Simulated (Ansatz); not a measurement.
CuF3H2NP (`[NH2][Cu-][P+](F)(F)F`). Charge 0, multiplicity 1. For Cu the d shell is correlated and the shells below it are frozen. Scalar relativity is left out up to krypton.

```csv
atom,x (Å),y (Å),z (Å)
N1,1.4326,1.7645,-0.4821
Cu2,0.3123,0.3950,-0.1483
P3,-0.9951,-1.2114,0.2031
F4,-2.2037,-0.9618,1.1423
F5,-0.4028,-2.4778,0.8739
F6,-1.7465,-1.8923,-0.9728
H7,1.1746,2.7157,-0.2651
H8,2.4286,1.6681,-0.3509
```

**Question.** Give the diagnostics of a CCSD(T)/def2-TZVPP run (frozen core, Ansatz). (Estimate.)

**Answer.** Computed: T1 = 0.0235, largest single amplitude 0.064, largest double 0.025, (T) share of the correlation energy 3.9 %, 13 CCSD cycles. The RHF solution is stable towards an unrestricted one. T1 lies over the customary mark of 0.02 for closed shells; compounds of d metals often pass it without a breakdown.
